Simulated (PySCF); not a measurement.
Computed shifts of a molecule C₄H₄F₂O₂, PBE/pcSseg-1 (PySCF), GIAO, gas phase, atoms alike by connectivity averaged where their shifts nearly agree, in ppm (number of nuclei): ¹³C: 213.8 (1), 141.5 (1), 81.3 (1), 49.4 (1). ¹⁹F: -97.3 (1), -114.5 (1). ¹H: 4.76 (2), 3.05 (1), 2.93 (1). References: ¹⁷O against H2O (σ = 334.3 ppm); ¹³C against TMS (σ = 182.0 ppm); ¹⁹F against CFCl3 (σ = 133.6 ppm); ¹H against TMS (σ = 31.49 ppm), references at their B3LYP-D3(BJ)/def2-TZVP geometries, non-relativistic. Coordinates come from a r2SCAN-D4/def2-SVP optimisation. Other conformers were not sampled.

### Question
Identify the compound among the candidates.
(A) O=C1COC(F)(F)C1
(B) COC(=O)C=C(F)F
(C) F/C=C/C1(F)OCO1
(D) O=C(O)[C@H](F)/C=C/F

### Answer
A, O=C1COC(F)(F)C1
